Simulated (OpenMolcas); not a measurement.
neutral silicon: the spin-orbit constant, Slater's ratio, thermal populations, worked from levels

```
Program             : OpenMolcas
Basis               : ANO-RCC-VTZP [5s4p2d1f]
Scalar Hamiltonian  : DKH2, point nucleus
Active space        : 2 electrons in 3 orbitals (3p)
State averaging     : 2S+1 = 3 even, 3 roots; 2S+1 = 1 even, 6 roots
Spin-orbit coupling : RASSI with atomic mean-field integrals over the reference wave functions, term energies averaged over their components
```

Methods: CASSCF; SS-CASPT2, IPEA 0.25 Eh, imaginary shift 0.1 Eh (closed shells correlated: 2s 2p 3s). Measured levels: NIST Handbook of Basic Atomic Spectroscopic Data.

**The spin-orbit constant.** For the Hund term 3P of p2, E(J) = (A/2) J(J+1) + constant and ζ = 2S·A = 2A. From J = 0 to J = 2 the energy changes by 3 A.

```csv
Source,E(2) - E(0),A,ζ
CASSCF,196.8,65.6,131
SS-CASPT2,197.0,65.7,131
measured,223.2,74.4,149
```

All in cm-1. SS-CASPT2 is off by -11.7 % and CASSCF by -11.8 %. Both methods take the spin-orbit matrix elements from the reference wave functions, so the second can move ζ only through the term energies and any multistate remixing. Second-order mixing with other terms is absorbed into this ζ.

**Slater's ratio.** With one set of orbitals, p2 has 1D - 3P = 6 F2 and 1S - 1D = 9 F2 (F2 = F²/25), a ratio of 3/2. Term energies are centres of gravity, weighted by 2J + 1.

```tsv
Source	1D - 3P	1S - 3P	F2 from the first	Ratio
CASSCF	8614	21212	1436	1.463
SS-CASPT2	6214	15303	1036	1.463
measured	6149	15245	1025	1.479
```

Energies in cm-1. A ratio away from 3/2 shows effects beyond one configuration with one set of orbitals, and in heavier atoms second-order spin-orbit shifts.

**Thermal populations.** Z = Σ (2J + 1) exp(-E/kT) with k = 0.695035 cm-1/K, over the levels below. No other level of either list lies under 33300 cm-1, which is above 7 kT at each temperature.

| Level | 2J + 1 | SS-CASPT2 | measured |
| --- | --- | --- | --- |
| 3s2 3p2 3P0 | 1 | 0.0 | 0.0 |
| 3s2 3p2 3P1 | 3 | 67.6 | 77.1 |
| 3s2 3p2 3P2 | 5 | 197 | 223 |
| 3s2 3p2 1D2 | 5 | 6350 | 6299 |
| 3s2 3p2 1S0 | 1 | 15440 | 15394 |

| T (K) | Z, SS-CASPT2 | Z, measured levels | Ground level (%), SS-CASPT2 | Ground level (%), measured levels |
| --- | --- | --- | --- | --- |
| 2000 | 8.249 | 8.151 | 12.1 | 12.3 |
| 3000 | 8.692 | 8.628 | 11.5 | 11.6 |
| 5000 | 9.483 | 9.451 | 10.5 | 10.6 |

At 5000 K, kT = 3475 cm-1, and the computed levels give Z = 1.000 + 2.942 + 4.724 + 0.804 + 0.012 = 9.483.

CASPT2 breaks the degeneracy within a term, and the mean is taken; among the terms shown or strongly mixed into the levels shown the widest spread is 98 cm-1 (3s2 3p2 1D, SS-CASPT2). With the s shell closed, the reference lacks s² → p² mixing. Without dynamic correlation excited terms often stand tens of per cent too high (terms of higher spin than the ground term too low), and those without a measured partner can miss by more than the paired ones (holds for CASSCF). Computed and measured levels are paired by configuration, term and J; levels that our copy of the source lacks, or whose pairing is in doubt (as where it misses far off the trend of its configuration), stay unpaired and out of the deviations. Levels of configurations outside the active space are missing.
